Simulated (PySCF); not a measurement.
**Phosphorus: a sound run and one with changed settings**

Sound run: P⁺ [Ne] 3s2 3p2, P²⁺ [Ne] 3s2 3p1. Computed with PySCF 2.14 in pcseg-2 (5s4p2d1f, 34 functions), with the non-relativistic Hamiltonian (point nucleus). In the sound run the correlated levels freeze [Ne]. The sound run starts from symmetry-adapted Hartree-Fock orbitals and uses a fine grid where one is needed.

Changed run: scalar relativity by spin-free X2C-1e. This setting is unsound on purpose.

```tsv
species	method	sound run (hartree)	changed run (hartree)	converged
P⁺	UHF	-340.34439	-341.08298	yes
P⁺	B3LYP	-340.90694	-341.64701	yes
P⁺	PBE0	-340.75380	-341.49377	yes
P⁺	MP2	-340.40357	-341.14220	yes
P⁺	CCSD(T)	-340.42493	-341.16351	yes
P²⁺	UHF	-339.64061	-340.37915	yes
P²⁺	B3LYP	-340.18151	-340.92156	yes
P²⁺	PBE0	-340.02564	-340.76561	yes
P²⁺	MP2	-339.68520	-340.42376	yes
P²⁺	CCSD(T)	-339.70473	-340.44321	yes
```

Ionisation energy of P⁺:

| method | sound run (eV) | changed run (eV) |
| --- | --- | --- |
| UHF | 19.151 | 19.152 |
| B3LYP | 19.740 | 19.741 |
| PBE0 | 19.814 | 19.814 |
| MP2 | 19.548 | 19.550 |
| SCS-MP2 | 19.465 | 19.467 |
| CCSD | 19.571 | 19.573 |
| CCSD(T) | 19.598 | 19.600 |

Most of the change in total energy is the relativistic energy itself. On top of that the contraction fixes the core shape for the Hamiltonian it was made with, so the changed run is not a good calculation with the other Hamiltonian either.

For comparison, NIST gives 19.769 eV between the lowest levels.
